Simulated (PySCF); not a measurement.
**What settings do to a single point of [Lu(NH3)3]3+**

The sound run of [Lu(NH3)3]3+ (singlet in the valence; each metal's 4f electrons, 14 of them, lie in its core potential, out of spins and levels) uses PySCF 2.14.0, RKS BP86, Lu lcecp-1-SVP with ECP60, N def2-SVP, H def2-SVP; non-relativistic Hamiltonian with scalar-relativistic core potentials where named; density fitting; no spin-orbit coupling, grid (50, 194), threshold 1e-8 Eh and 55 cycles, at the relaxed geometry:

```xyz
13

Lu    0.0000    0.0000    0.0000
N     2.3500    0.0011    0.0000
H     2.8064   -0.4727    0.8170
H     2.8064   -0.4727   -0.8170
H     2.8069    0.9446    0.0000
N    -1.1760    2.0347    0.0000
H    -0.9939    2.6668    0.8170
H    -0.9939    2.6668   -0.8170
H    -2.2215    1.9585    0.0000
N    -1.1741   -2.0358    0.0000
H    -1.8126   -2.1941    0.8170
H    -1.8126   -2.1941   -0.8170
H    -0.5854   -2.9031    0.0000
```

There Lu1 has a Mulliken charge of 1.65 e and the dipole about the centre of mass is 0.00 D. Each run below changes one thing and starts from free metal ions and neutral atoms unless it says otherwise; with 55 cycles, smearing, a level shift and second-order steps follow where DIIS fails, and their cycles count. Energy shifts count from the sound run. On f atoms grids over 110 angular points are at least (60, 302).

| change | outcome | cycles | energy shift (eV) | largest force component (eV/Å) | charge on Lu1 (e) | dipole about the centre of mass (D) |
| --- | --- | --- | --- | --- | --- | --- |
| H7 put 0.8 Å from Lu1, limit 62 cycles | converged | 21 | 34.71 | 105.70 | 1.52 | 2.62 |

(1) One further run converged with energy shift (eV) -8.70, largest force component (eV/Å) 25.35, charge on Lu1 (e) 1.70, dipole about the centre of mass (D) 1.16. Which change was it?
A. threshold 0.0001
B. grid (10, 14)
C. all coordinates × 1.12

(2) And the other changes listed?

Unsound on purpose, so not properties of the compound: H7 put 0.8 Å from Lu1, limit 62 cycles; grid (10, 14).

Forces carry noise of the integration grid, about 0.01 to 0.03 eV/Å.

A frequency check found unstable modes (4, the lowest at -46 cm⁻¹), so the relaxed geometry is probably a saddle point. An lcecp potential fixes the number of 4f electrons, so in runs with it no electron can move into or out of that shell.

## Answers

(1) B.

(2) 
| change | outcome | cycles | energy shift (eV) | largest force component (eV/Å) | charge on Lu1 (e) | dipole about the centre of mass (D) |
| --- | --- | --- | --- | --- | --- | --- |
| all coordinates × 1.12 | converged | 11 | 2.88 | 3.29 | 1.69 | 0.00 |
| threshold 0.0001 | converged | 8 | 0.0000 | 0.00 | 1.65 | 0.00 |
